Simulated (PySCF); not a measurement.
Correlation energy of Se⁺ (selenium, charge +1)

[Ar] 3d10 4s1 4p4, high-spin 4P determinant (an excited configuration). All numbers are calculated (PySCF 2.14, the spin-free X2C one-electron Hamiltonian (Gaussian nucleus), in x2c-TZVPPall (6s5p4d1f, 48 functions)). Frozen: [Ar] 3d10; 5 electrons correlated.

```csv
level,correlation energy (mhartree)
CCSD,-106.08
(T),-6.48
CCSD(T),-112.56
```

Diagnostics: T1 = 0.016, D1 = 0.0441, largest double amplitude 0.223.

Task: Is a single reference adequate?

Result: Not fully. A double-excitation amplitude exceeds 0.15, a sign of near-degeneracy.
